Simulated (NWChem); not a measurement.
System: MgHSeCl; SMILES [Cl][Mg][SeH]

NWChem input:

```
start job
memory heap 200 mb stack 900 mb global 1100 mb
geometry units angstroms noautoz
  Mg    -0.031160    -0.611373    -0.000127
  Cl    -0.140321    -2.810632    -0.000287
  Se     0.123077     1.803960     0.000475
  H     -1.348143     1.891703    -0.012948
end
basis spherical
  * library def2-tzvp
end
dft
  xc xpbe96 cpbe96
  iterations 150
  vectors input atomic output neutral.movecs
end
task dft energy
charge 1
dft
  odft
  mult 2
  vectors input atomic output cation.movecs
end
task dft energy
```

NWChem printed, in part:

```
             Northwest Computational Chemistry Package (NWChem) 7.3.0
             --------------------------------------------------------

 CS  symmetry detected

                             Geometry "geometry" -> ""
                             -------------------------

 Output coordinates in angstroms (scale by  1.889725989 to convert to a.u.)

  No.       Tag          Charge          X              Y              Z
 ---- ---------------- ---------- -------------- -------------- --------------
    1 Mg                  12.0000     0.00696557    -0.73875446     0.00000000
    2 Cl                  17.0000     0.01501646    -2.94070621     0.00000000
    3 Se                  34.0000     0.03242855     1.68136424     0.00000000
    4 H                    1.0000    -1.44143733     1.69067491     0.00000000

 Effective nuclear repulsion energy (a.u.)     220.7121660872

      Symmetry information
      --------------------

 Group name             Cs
 Group number              2
 Group order               2
 No. of unique centers     4

  pbe96 is a nonlocal functional; adding pw91lda local functional.

                                 NWChem DFT Module
                                 -----------------

 Summary of "ao basis" -> "ao basis" (spherical)
 ------------------------------------------------------------------------------
       Tag                 Description            Shells   Functions and Types
 ---------------- ------------------------------  ------  ---------------------
 Mg                        def2-tzvp                12       32   5s4p3d
 Cl                        def2-tzvp                13       37   5s5p2d1f
 Se                        def2-tzvp                16       48   6s5p4d1f
 H                         def2-tzvp                 4        6   3s1p

      Symmetry analysis of basis
      --------------------------

        a'         84
        a"         39

            General Information
            -------------------
          SCF calculation type: DFT
          Wavefunction type:  closed shell.
          No. of atoms     :     4
          No. of electrons :    64
           Alpha electrons :    32
            Beta electrons :    32
          Charge           :     0
          Spin multiplicity:     1
          Use of symmetry is: on ; symmetry adaption is: on
          Maximum number of iterations: 150
          AO basis - number of functions:   123
                     number of shells:    45
          Convergence on energy requested:  1.00D-06
          Convergence on density requested:  1.00D-05
          Convergence on gradient requested:  5.00D-04

              XC Information
              --------------
          PerdewBurkeErnzerhof Exchange Functional  1.000
            Perdew 1991 LDA Correlation Functional  1.000 local
           PerdewBurkeErnz. Correlation Functional  1.000 non-local

             Grid Information
             ----------------
          Grid used for XC integration:  medium
          Radial quadrature: Mura-Knowles
          Angular quadrature: Lebedev.
          Tag              B.-S. Rad. Rad. Pts. Rad. Cut. Ang. Pts.
          ---              ---------- --------- --------- ---------
          Mg                  1.50       88          10.0       590
          Cl                  1.00       88          12.0       590
          Se                  1.15      112          12.0       590
          H                   0.35       45          12.0       434
          Grid pruning is: on
          Number of quadrature shells:   333
          Spatial weights used:  Erf1

      Superposition of Atomic Density Guess
      -------------------------------------

 Sum of atomic energies:       -3059.39065555

      Non-variational initial energy
      ------------------------------

 Total energy =   -3059.732326
 1-e energy   =   -4698.523806
 2-e energy   =    1418.079313
 HOMO         =      -0.303600
 LUMO         =      -0.065212

      Symmetry analysis of molecular orbitals - initial
      -------------------------------------------------

  Numbering of irreducible representations:

     1 a'          2 a"

  Orbital symmetries:

     1 a'          2 a'          3 a'          4 a'          5 a'
     6 a"          7 a'          8 a'          9 a'         10 a'
    11 a'         12 a"         13 a'         14 a'         15 a"
    16 a'         17 a'         18 a'         19 a"         20 a"
    21 a'         22 a'         23 a'         24 a"         25 a'
    26 a'         27 a'         28 a'         29 a"         30 a'
    31 a'         32 a"         33 a'         34 a'         35 a"
    36 a'         37 a'         38 a'         39 a"         40 a'
    41 a'         42 a'

   convergence    iter        energy       DeltaE   RMS-Dens  Diis-err
 ---------------- ----- ----------------- --------- --------- ---------
 d= 0,ls=0.0,diis     1  -3061.8318958542 -3.28D+03  7.99D-03  1.46D+00
 d= 0,ls=0.0,diis     2  -3061.8023699532  2.95D-02  7.39D-03  6.94D-01
 d= 0,ls=0.0,diis     3  -3061.8500328831 -4.77D-02  3.15D-03  3.17D-01
 d= 0,ls=0.0,diis     4  -3061.8932916672 -4.33D-02  6.11D-04  2.73D-03
 d= 0,ls=0.0,diis     5  -3061.8935644636 -2.73D-04  2.45D-04  1.27D-03
  Resetting Diis
 d= 0,ls=0.0,diis     6  -3061.8937566265 -1.92D-04  3.60D-05  3.92D-05
 d= 0,ls=0.0,diis     7  -3061.8937588165 -2.19D-06  3.23D-05  4.19D-06
 d= 0,ls=0.0,diis     8  -3061.8937576840  1.13D-06  1.88D-05  1.24D-05
 d= 0,ls=0.0,diis     9  -3061.8937595477 -1.86D-06  1.28D-06  4.26D-08
 d= 0,ls=0.0,diis    10  -3061.8937595532 -5.49D-09  4.06D-07  5.38D-09

         Total DFT energy =    -3061.893759553234
      One electron energy =    -4700.170315053116
           Coulomb energy =     1549.191596523591
    Exchange-Corr. energy =     -131.627207110896
 Nuclear repulsion energy =      220.712166087186

 Numeric. integr. density =       64.000013603791

                  Occupations of the irreducible representations
                  ----------------------------------------------

                     irrep           alpha         beta
                     --------     --------     --------
                     a'               24.0         24.0
                     a"                8.0          8.0

                       DFT Final Molecular Orbital Analysis
                       ------------------------------------

 Vector   30  Occ=2.000000D+00  E=-2.728969D-01  Symmetry=a"
              MO Center=  1.4D-02, -2.8D+00, -3.8D-15, r^2= 1.4D+00
   Bfn.  Coefficient  Atom+Function         Bfn.  Coefficient  Atom+Function
  ----- ------------  ---------------      ----- ------------  ---------------
    49      0.521729  2 Cl pz                52      0.343679  2 Cl pz
    46      0.243869  2 Cl pz                40     -0.203747  2 Cl pz
    43     -0.091681  2 Cl pz                14      0.060624  1 Mg pz
    17      0.053943  1 Mg pz                 8     -0.040580  1 Mg pz
    29     -0.040579  1 Mg d -1              24     -0.031701  1 Mg d -1

 Vector   31  Occ=2.000000D+00  E=-2.651483D-01  Symmetry=a'
              MO Center= -9.2D-03,  1.1D+00,  1.8D-15, r^2= 3.7D+00
   Bfn.  Coefficient  Atom+Function         Bfn.  Coefficient  Atom+Function
  ----- ------------  ---------------      ----- ------------  ---------------
    86      0.413658  3 Se py                80     -0.280463  3 Se py
    89      0.266936  3 Se py                83      0.243856  3 Se py
     4     -0.231908  1 Mg s                 48      0.173244  2 Cl py
    75      0.134475  3 Se s                 74      0.132992  3 Se s
    13     -0.126735  1 Mg py                51      0.123426  2 Cl py

 Vector   32  Occ=2.000000D+00  E=-2.217009D-01  Symmetry=a"
              MO Center= -7.7D-03,  1.5D+00,  7.5D-13, r^2= 2.1D+00
   Bfn.  Coefficient  Atom+Function         Bfn.  Coefficient  Atom+Function
  ----- ------------  ---------------      ----- ------------  ---------------
    87      0.476506  3 Se pz                90      0.344970  3 Se pz
    81     -0.315181  3 Se pz                84      0.278338  3 Se pz
    78      0.096189  3 Se pz                14      0.066041  1 Mg pz
    17      0.062758  1 Mg pz                 8     -0.040972  1 Mg pz
    49     -0.036084  2 Cl pz               107     -0.034387  3 Se d -1

 Vector   33  Occ=0.000000D+00  E=-8.850995D-02  Symmetry=a'
              MO Center= -5.2D-02, -4.4D-01, -2.4D-13, r^2= 5.8D+00
   Bfn.  Coefficient  Atom+Function         Bfn.  Coefficient  Atom+Function
  ----- ------------  ---------------      ----- ------------  ---------------
     5      0.739158  1 Mg s                  4      0.519397  1 Mg s
    75     -0.319937  3 Se s                 89      0.258585  3 Se py
    86      0.223194  3 Se py                 3     -0.209795  1 Mg s
    37     -0.184804  2 Cl s                 48     -0.174693  2 Cl py
    51     -0.170178  2 Cl py                74     -0.156886  3 Se s

 Vector   34  Occ=0.000000D+00  E=-4.782703D-02  Symmetry=a'
              MO Center=  6.3D-02, -2.4D-01, -1.0D-13, r^2= 5.4D+00
   Bfn.  Coefficient  Atom+Function         Bfn.  Coefficient  Atom+Function
  ----- ------------  ---------------      ----- ------------  ---------------
    15      0.748203  1 Mg px               120      0.469544  4 H  s
    12      0.293243  1 Mg px                75     -0.264056  3 Se s
   119      0.171124  4 H  s                  6     -0.157295  1 Mg px
    50     -0.139843  2 Cl px                88      0.135354  3 Se px
     4     -0.123025  1 Mg s                 47     -0.121222  2 Cl px

 Vector   35  Occ=0.000000D+00  E=-3.238975D-02  Symmetry=a"
              MO Center= -6.9D-03, -5.8D-01,  4.1D-12, r^2= 5.6D+00
   Bfn.  Coefficient  Atom+Function         Bfn.  Coefficient  Atom+Function
  ----- ------------  ---------------      ----- ------------  ---------------
    17      0.867157  1 Mg pz                14      0.306790  1 Mg pz
    90     -0.276381  3 Se pz                52     -0.181030  2 Cl pz
     8     -0.161572  1 Mg pz                87     -0.151679  3 Se pz
    49     -0.135966  2 Cl pz                84     -0.107603  3 Se pz
    81      0.106151  3 Se pz                46     -0.076519  2 Cl pz

     Multipole analysis of the density
     ---------------------------------

     L   x y z        total         alpha         beta         nuclear
     -   - - -        -----         -----         ----         -------
     0   0 0 0     -0.000000    -32.000000    -32.000000     64.000000

     1   1 0 0     -0.155753     -0.077876     -0.077876      0.000000
     1   0 1 0      0.372793      0.186397      0.186397      0.000000
     1   0 0 1      0.000000      0.000000      0.000000      0.000000

     2   2 0 0    -28.460173    -18.011686    -18.011686      7.563200
     2   1 1 0     -0.749291      2.117301      2.117301     -4.983893
     2   1 0 1     -0.000000     -0.000000     -0.000000      0.000000
     2   0 2 0    -42.061033   -471.943084   -471.943084    901.825135
     2   0 1 1      0.000000      0.000000      0.000000      0.000000
     2   0 0 2    -31.832032    -15.916016    -15.916016      0.000000

                                 NWChem DFT Module
                                 -----------------

      Symmetry analysis of basis
      --------------------------

        a'         84
        a"         39

            General Information
            -------------------
          SCF calculation type: DFT
          Wavefunction type:  spin polarized.
          No. of atoms     :     4
          No. of electrons :    63
           Alpha electrons :    32
            Beta electrons :    31
          Charge           :     1
          Spin multiplicity:     2
          Use of symmetry is: on ; symmetry adaption is: on
          Maximum number of iterations: 150
          AO basis - number of functions:   123
                     number of shells:    45
          Convergence on energy requested:  1.00D-06
          Convergence on density requested:  1.00D-05
          Convergence on gradient requested:  5.00D-04

              XC Information
              --------------
          PerdewBurkeErnzerhof Exchange Functional  1.000
            Perdew 1991 LDA Correlation Functional  1.000 local
           PerdewBurkeErnz. Correlation Functional  1.000 non-local

             Grid Information
             ----------------
          Grid used for XC integration:  medium
          Radial quadrature: Mura-Knowles
          Angular quadrature: Lebedev.
          Tag              B.-S. Rad. Rad. Pts. Rad. Cut. Ang. Pts.
          ---              ---------- --------- --------- ---------
          Mg                  1.50       88          10.0       590
          Cl                  1.00       88          12.0       590
          Se                  1.15      112          12.0       590
          H                   0.35       45          12.0       434
          Grid pruning is: on
          Number of quadrature shells:   333
          Spatial weights used:  Erf1

      Superposition of Atomic Density Guess
      -------------------------------------

 Sum of atomic energies:       -3059.39065555

 Renormalizing density from      64.00 to     63

      Non-variational initial energy
      ------------------------------

 Total energy =   -3030.286660
 1-e energy   =   -4625.109371
 2-e energy   =    1374.110546
 HOMO         =      -0.643033
 LUMO         =      -0.310090

   Symmetry analysis of molecular orbitals - initial alpha
   -------------------------------------------------------

  Numbering of irreducible representations:

     1 a'          2 a"

  Orbital symmetries:

     1 a'          2 a'          3 a'          4 a'          5 a'
     6 a"          7 a'          8 a'          9 a'         10 a'
    11 a'         12 a"         13 a'         14 a'         15 a"
    16 a'         17 a'         18 a'         19 a"         20 a"
    21 a'         22 a'         23 a'         24 a"         25 a'
    26 a'         27 a'         28 a'         29 a"         30 a'
    31 a'         32 a"         33 a'         34 a'         35 a'
    36 a"         37 a'         38 a'         39 a"         40 a'
    41 a'         42 a"

   Symmetry analysis of molecular orbitals - initial beta
   ------------------------------------------------------

  Numbering of irreducible representations:

     1 a'          2 a"

  Orbital symmetries:

     1 a'          2 a'          3 a'          4 a'          5 a'
     6 a"          7 a'          8 a'          9 a'         10 a'
    11 a'         12 a"         13 a'         14 a'         15 a"
    16 a'         17 a'         18 a'         19 a"         20 a"
    21 a'         22 a'         23 a'         24 a"         25 a'
    26 a'         27 a'         28 a'         29 a"         30 a'
    31 a'         32 a"         33 a'         34 a'         35 a'
    36 a"         37 a'         38 a'         39 a"         40 a'
    41 a'         42 a"

[...]
```

Level: PBE/def2-TZVP, vertical spin-unrestricted ions. The geometry was optimised at PBE0/def2-SVP.
